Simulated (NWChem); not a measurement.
Molecule: AlH2O2F; SMILES [OH][Al]([OH])[F]

Results from NWChem. Pople sets run with spherical d functions. B3LYP is NWChem's, with the RPA form of VWN correlation. Each level has its own optimisation; frequencies are unscaled. One conformer.

```csv
level,r Al–F (Å),r H–O (Å),highest harmonic frequency (cm⁻¹),lowest (cm⁻¹),zero-point energy (kcal/mol),dipole (D)
PBE/def2-SVP,1.671,0.970,3818,219,18.2,2.01
Hartree-Fock/3-21G,1.645,0.942,4236,67,19.2,2.87
Hartree-Fock/6-31G*,1.632,0.944,4169,240,20.0,2.01
B3LYP/6-31G*,1.651,0.965,3839,226,18.7,1.93
```
